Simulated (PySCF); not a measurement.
**NMR problem set**

- GFN2-xTB geometry
- J: B3LYP/pcJ-1
- shieldings: GIAO PBE0/pcSseg-1
- run in PySCF 2.14.0 with density-fitted response routines
- no solvent, single conformer, fast rotation and ring inversion assumed for equivalent nuclei, relativity neglected

Scale: ¹H (σref 31.72), ¹³C (σref 186.93) against TMS (reference shieldings calculated alike). Multiplet labels drop J under 1 Hz and among equivalent protons, and merge close values. Unscaled 3J(H,H) run several per cent high. Where no couplings were computed, multiplicities follow the n + 1 count of equivalent neighbours, and m marks all less simple cases (inequivalent or close neighbours, rings, F or P nearby). Shifts are as computed. Against solution values, carbons near 30 ppm lie about +3 ppm off and those near 130 ppm about +5 ppm. Of 1211 compounds with measured shifts, 218 miss one by over three times the rms of a fit or turn the order of signals round; such compounds aren't used in these exercises.

(1) C₅H₄. ¹H NMR (300 MHz, computed): δ 3.27 (t, J = 3.8 Hz, 2H), 1.50 (t, J = 3.8 Hz, 2H). ¹³C{¹H} NMR (computed): δ 82.4 (C), 76.3 (CH), 11.3 (CH2). What is it?

(2) C₇H₁₀O. ¹H NMR (300 MHz, computed): δ 7.38 (m, 1H), 6.68 (m, 1H), 6.40 (m, 1H), 2.77 (t, 2H), 1.60 (m, 2H), 0.79 (t, 3H). ¹³C{¹H} NMR (computed): δ 163.7 (C), 144.5 (CH), 118.5 (CH), 112.1 (CH), 33.8 (CH2), 30.4 (CH2), 15.2 (CH3). Give a structure.

## Answers

(1) SMILES C(C#C)C#C. Rings plus π bonds: 4 (no ring in the answer). 3 carbon signals for 5 carbons: some carbons are equivalent by symmetry or fast rotation. Carbon types of the structure: 2 × C, 2 × CH, 1 × CH2, which accounts for all hydrogens. δC 82.4: alkyne carbon; the triple bond shields along its axis, which puts it between sp3 and sp2 carbons. δC 76.3: terminal alkyne carbon; sp carbons lie upfield of alkene carbons because the cylindrical π system leaves one tensor component strongly shielded. δC 11.3: propargylic sp3 CH2; aliphatic region, no heteroatom directly attached. δH 1.50: hydrogen on a terminal alkyne carbon; it lies on the axis of the triple bond, in its shielding cone.

The shifts were computed for this structure.

(2) `InChI=1S/C7H10O/c1-2-4-7-5-3-6-8-7/h3,5-6H,2,4H2,1H3`. The formula gives 3 degrees of unsaturation (1 ring in the answer). 7 carbon signals for 7 carbons: no two carbons are equivalent. Carbon types of the structure: 1 × C, 3 × CH, 2 × CH2, 1 × CH3, which accounts for all hydrogens. δC 163.7: substituted aromatic carbon next to the ring oxygen. δC 144.5: aromatic CH next to the ring oxygen. δC 118.5, 112.1: aromatic CH. δC 30.4: sp3 CH2; saturated and bonded to C and H only.

The data come from this structure; uniqueness wasn't tested.
